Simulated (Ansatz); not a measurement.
Reaction (substitution at a C–S bond): `CNCSC` + `O[SiH](O)Br` → `CO[SiH](O)Br` + `CNCS`

Calculated with Ansatz (gas phase, PBE0-D4/def2-TZVP geometries, no zero-point term in ΔE). CBS: MP2 limit from def2 TZ/QZ plus the TZ coupled-cluster correction, frozen cores. Functionals use def2-TZVPP. B3LYP here is the variant with VWN-RPA as its local correlation; programs differ in this. For Br outer-core shells are correlated without core-valence functions, which leaves a few kJ/mol of doubt a bond. Scalar relativity is left out up to krypton. One conformer a species, not always the lowest.

| level | ΔE (kJ/mol) | difference from CCSD(T)/CBS |
| --- | --- | --- |
| PBE-D4 | 60.0 | 2.5 |
| r2SCAN-D4 | 59.9 | 2.4 |
| PBE0-D4 | 58.6 | 1.1 |
| B3LYP-D4 | 52.6 | -4.9 |
| ωB97X-V | 52.4 | -5.1 |
| ωB97M-V | 55.2 | -2.3 |
| B2PLYP | 54.0 | -3.5 |
| PBE | 59.1 | 1.6 |
| r2SCAN | 59.8 | 2.3 |
| PBE0 | 58.1 | 0.6 |
| B3LYP | 51.2 | -6.3 |
| HF/def2-TZVPP | 41.7 | -15.8 |
| MP2/def2-TZVPP | 60.9 | 3.4 |
| SCS-MP2/def2-TZVPP | 54.4 | -3.1 |
| CCSD/def2-TZVPP | 51.1 | -6.4 |
| CCSD(T)/def2-TZVPP | 53.5 | -4.0 |
| HF/def2-QZVPP | 41.2 | -16.3 |
| MP2/def2-QZVPP | 63.0 | 5.5 |
| SCS-MP2/def2-QZVPP | 56.7 | -0.8 |
| HF/CBS(def2) | 41.1 | -16.4 |
| MP2/CBS(def2) | 64.9 | 7.4 |
| CCSD/CBS(def2) | 55.1 | -2.4 |
| CCSD(T)/CBS | 57.5 | 0 |

Largest T1 diagnostic among the species: 0.010.

In def2-TZVPP, CCSD(T) changes the Hartree–Fock value by +11.8 kJ/mol (the triples alone add +2.4 kJ/mol) and MP2 by +19.2 kJ/mol.
